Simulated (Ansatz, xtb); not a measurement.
# C5H3F2N: which of two isomers lies lower

Structure X is `Fc1cccc(F)n1`, a singlet and structure Y is `Fc1ccnc(F)c1`, a singlet. Both are isolated molecules in the gas phase, relaxed with r2SCAN-D4/def2-SVP.

Energies in hartree; the thermal terms are from GFN2-xTB frequencies at re-optimised GFN2-xTB minima (ideal gas, soft modes damped towards free rotors, one conformer each, 298.15 K, 1 atm) and include the zero-point energy:

```
                              X           Y
E, CCSD(T)/def2-SVP  −445.294460  −445.286887
    E, MP2/def2-SVP  −445.222749  −445.214663
  E, MP2/def2-TZVPP  −446.047324  −446.039829
  zero-point energy     0.069886     0.069733
       H(298 K) − E     0.076864     0.076735
       G(298 K) − E     0.040291     0.039457
```

Correct the CCSD(T) difference for the basis set by the MP2 change, then work out ΔE, ΔE₀, ΔH and ΔG for X → Y in kcal/mol (1 Eh = 627.51 kcal/mol) and the equilibrium ratio [Y]/[X].

1. Differences Y − X: CCSD(T) +0.007573, MP2 in the small set +0.008086, MP2 in the large set +0.007495 Eh.
2. ΔE = +0.007573 + (+0.007495 − (+0.008086)) = +0.006982 Eh = +4.38 kcal/mol.
3. ΔE₀ = ΔE + ΔZPE = +0.006982 + (−0.000153) Eh = +4.29 kcal/mol.
4. ΔH = ΔE + (−0.000129) Eh = +4.30 kcal/mol.
5. ΔG = ΔE + (−0.000834) Eh = +3.86 kcal/mol, so ΔS = (ΔH − ΔG)/T = +6.2 J/(mol K).
6. kT = 0.9442 mEh, so K = [Y]/[X] = exp(−ΔG/kT) = exp(−6.51) ≈ 0.0015.

Structure X is favoured at this temperature. An error of 1 kcal/mol in ΔG would change K by a factor of 5.4. Mirror images and further conformers aren't counted.

As drawn, both hold the same kinds of bond in the same numbers.

Other levels gave ΔE = +1.6 (GFN2-xTB); +3.0 (HF/STO-3G, GFN2-xTB geometries); +5.5 (r2SCAN-D4/def2-SVP//GFN2-xTB); +5.3 (r2SCAN-D4/def2-SVP); +4.8 (HF/def2-SVP); +5.1 (MP2/def2-SVP); +4.8 (CCSD(T)/def2-SVP) kcal/mol. The correlated steps freeze 8 core orbitals. Programs: Ansatz 0.2.0, xtb 6.7.1.
